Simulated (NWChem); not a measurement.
All runs are NWChem calculations. System: H4Si2, charge 0, spin multiplicity 1, at a geometry optimised with PBE/def2-SVP. The structure started from a generated list of species. Level: MP2/def2-TZVP, 10 core orbitals frozen.

Input file:

```
start mol
memory heap 200 mb stack 900 mb global 1100 mb
geometry units angstroms nocenter noautoz noautosym
  Si    -1.036902    -0.262550     0.061898
  Si     1.266944     0.341060    -0.189753
  H     -1.323491    -1.556230     0.785209
  H     -1.864885    -0.222484    -1.196435
  H     -1.527980     0.866694     0.953013
  H      1.495769    -0.187123     1.248182
end
basis spherical
  * library def2-tzvp
end
scf
  rhf
  nopen 0
  maxiter 100
  thresh 1e-7
  semidirect memsize 60000000 filesize 0
end
mp2
  freeze core 10
end
task mp2 energy
```

NWChem printed:

```
             Northwest Computational Chemistry Package (NWChem) 7.3.0
             --------------------------------------------------------

                                NWChem Input Module
                                -------------------

 Scaling coordinates for geometry "geometry" by  1.889725989
 (inverse scale =  0.529177249)

                             Geometry "geometry" -> ""
                             -------------------------

 Output coordinates in angstroms (scale by  1.889725989 to convert to a.u.)

  No.       Tag          Charge          X              Y              Z
 ---- ---------------- ---------- -------------- -------------- --------------
    1 Si                  14.0000    -1.03690200    -0.26255000     0.06189800
    2 Si                  14.0000     1.26694400     0.34106000    -0.18975300
    3 H                    1.0000    -1.32349100    -1.55623000     0.78520900
    4 H                    1.0000    -1.86488500    -0.22248400    -1.19643500
    5 H                    1.0000    -1.52798000     0.86669400     0.95301300
    6 H                    1.0000     1.49576900    -0.18712300     1.24818200

 Effective nuclear repulsion energy (a.u.)      73.3922882923

            Nuclear Dipole moment (a.u.)
            ----------------------------
        X                 Y               Z
 ---------------- ---------------- ----------------
     0.0000018897    -0.0000056692    -0.0000018897


 Summary of "ao basis" -> "" (spherical)
 ------------------------------------------------------------------------------
       Tag                 Description            Shells   Functions and Types
 ---------------- ------------------------------  ------  ---------------------
 *                         def2-tzvp                  on all atoms

 Summary of "ao basis" -> "ao basis" (spherical)
 ------------------------------------------------------------------------------
       Tag                 Description            Shells   Functions and Types
 ---------------- ------------------------------  ------  ---------------------
 Si                        def2-tzvp                13       37   5s5p2d1f
[...]
     1   1 0 0      0.105411      0.000000      0.000002
     1   0 1 0     -0.115450      0.000000     -0.000006
     1   0 0 1     -0.030652      0.000000     -0.000002

     2   2 0 0    -25.093517      0.000000    169.003662
     2   1 1 0     -1.300972      0.000000     38.321717
     2   1 0 1      0.421623      0.000000     -9.504161
     2   0 2 0    -21.537337      0.000000     20.894606
     2   0 1 1      1.424396      0.000000     -5.345632
     2   0 0 2    -23.800470      0.000000     18.112181

                   NWChem MP2 Semi-direct Energy/Gradient Module
                   ---------------------------------------------

  Basis functions       =     98
  Molecular orbitals    =     98
  Frozen core           =     10
  Frozen virtuals       =      0
  Active alpha occupied =      6
  Active beta occupied  =      6
  Active alpha virtual  =     82
  Active beta virtual   =     82
  Use MO symmetry       = F
  Use skeleton AO sym   = F

  AO/Fock/Back tols     =   1.0D-09  1.0D-09  1.0D-09

 GA uses MA = F    GA memory limited = T

 Available:
  local mem=  1.26D+08
 global mem=  1.44D+08
 local disk=  0.00D+00
  mp2_memr nvloc                    82
  nvloc new                    82
   1 passes of   6:        5242880                      44182                   7952263.
   1 passes of   6: M    126151714           G      144159992           F     120908834.

 Semi-direct pass number   1 of   1  for RHF alpha+beta  at        2.9s
  vrange nnbf                  4744
  mp2_eaftype                    30  avail_ma_in_mb                  1099
 EAF : mp2_eaftype filesize          30    3976132.
  mp2_eaf for mointskh                     30
Node 0 wrote     18.7 Mb in      0.0 s     Agg I/O rate:   383.5 Mb/s
 Done moints_semi at        4.8s
  mp2_eaftype                    30  avail_ma_in_mb                  1069
 EAF : mp2_eaftype filesize          30    3976132.
  mp2_eaf for kh                    30
 Done maket at        4.9s
 Done multipass loop at        4.9s

          -------------------------------------------
          SCF energy                -580.131926593203
          Correlation energy          -0.218128121718
          Singlet pairs               -0.172112221174
          Triplet pairs               -0.046015900544
          Total MP2 energy          -580.350054714921
          -------------------------------------------

          ---------------------------------------------------
                    Spin Component Scaled (SCS) MP2
          Same spin pairs                     -0.030677267029
          Same spin scaling factor             0.333333333333
          Opposite spin pairs                 -0.187450854689
          Opposite spin scaling fact.          1.200000000000
          SCS-MP2 correlation energy          -0.235166781303
          Total SCS-MP2 energy              -580.367093374506
          ---------------------------------------------------

 -----------------------
 Performance information
 -----------------------

 Timer overhead =  1.07D-07 seconds/call

               Nr. of calls         CPU time (s)                 Wall time (s)                GFlops
             ---------------    -------------------     ------------------------------   -------------------
Name         Min   Avg   Max    Min     Avg     Max     Min     Avg     Max   Mx/calls   Min     Max     Sum
mp2: moin     1     1     1    1.9     1.9     1.9      1.9     1.9     1.9     1.9      0.0     0.0     0.0
mp2: make     1     1     1   5.69E-2 5.69E-2 5.69E-2  5.69E-2 5.69E-2 5.69E-2 5.69E-2   0.0     0.0     0.0
mp2: tota     1     1     1    2.0     2.0     2.0      2.0     2.0     2.0     2.0      0.0     0.0     0.0

 The average no. of pstat calls per process was 3.00D+00
 with a timing overhead of 3.22D-07s

 Task  times  cpu:        4.8s     wall:        4.8s

 Total times  cpu:        4.9s     wall:        4.9s
```
